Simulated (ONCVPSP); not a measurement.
**What one change does to a pseudopotential (Hf (Z = 72), ONCV)**

hafnium (Hf), optimised norm-conserving Vanderbilt (ONCV), made with ONCVPSP 4.0.1 (BLYP, non-relativistic). Core [Kr] 4d10, reference 4f13 5s2 5p6 5d3 6s2. Waves: 5s+6s: rc 2.10 bohr, ncon 5, nbas 10, qcut 6.8 1/bohr, 2 projectors; 5p: rc 1.30 bohr, ncon 4, nbas 7, qcut 6.9 1/bohr, 1 projector; 5d: rc 1.75 bohr, ncon 4, nbas 8, qcut 5.6 1/bohr, 2 projectors, debl 1.6 Ha; 4f: rc 0.55 bohr, ncon 4, nbas 7, qcut 20.5 1/bohr, 3 projectors, debl 2.3 Ha. Local part: polynomial inside 0.50 bohr (lpopt 5, dvloc0 6 Ha). Core correction: Teter function, fcfact 2.25, rcfact 1.25.

Change: s: qcut 8.1; p: qcut 8.2; d: qcut 6.7; f: qcut 24.5.

Cutoffs: the cutoffs (Ha) at which the residual kinetic energy of the hardest occupied pseudo-wave falls to 1 and 0.1 mHa per electron; they do not see the model core or the augmentation charge, which bear on the density cutoff. Errors are all-electron minus pseudo energies relative to the spin-unpolarised reference configuration.

Problem. What does the change do?

Solution. The potential gets softer (687 Ha and 923 Ha → 572 Ha and 700 Ha); the bound ghosts move from d, f, p, s to d, p, s; the number of tests with a reliable result goes from 4 to 3; of the 3 tests that both files solve, the error grows in 3 and shrinks in 0 by more than 15 % and 0.3 meV (median size 246.5 → 345.6 meV).

| quantity | base | changed |
| --- | --- | --- |
| cutoff, loose | 687 Ha | 572 Ha |
| cutoff, tight | 923 Ha | 700 Ha |
| loose cutoff by channel | s 16 Ha, p 35 Ha, d 13 Ha, f 687 Ha | s 20 Ha, p 28 Ha, d 13 Ha, f 572 Ha |
| bound ghosts | s, p, d, f | s, p, d |
| GHOST(+) flags under 300 eV | none | f at 112.1 eV |
| tests with a reliable result | 4 of 4 | 3 of 4 |
| error for 4f14 5s2 5p6 5d2 6s1, meV [ΔE -16.33 eV] | -247 | -346 |
| error for 4f14 5s2 5p6 5d2 6s0, meV [ΔE -3.43 eV] | -191 | -288 |
| error for 4f14 5s2 5p6 5d0 6s0, meV [ΔE 52.80 eV] | -395 | -479 |
| s: phases at 2.13 bohr within 0.05 rad from the reference energy up to (Ha; the scan ends near 5) | to the end of the scan | to the end of the scan |
| p: phases at 1.32 bohr within 0.05 rad from the reference energy up to (Ha; the scan ends near 5) | 2.6 | 2.8 |
| d: phases at 1.78 bohr within 0.05 rad from the reference energy up to (Ha; the scan ends near 5) | to the end of the scan | to the end of the scan |
| f: phases at 0.56 bohr within 0.05 rad from the reference energy up to (Ha; the scan ends near 5) | to the end of the scan | to the end of the scan |
| rms error of d²Exc/dni dnj with the model core, mHa | 3.76 | 3.69 |

 A true bound ghost makes a file unfit for plane-wave use even where its test errors are small: the radial tests pick states by their node count and pass the ghost by.
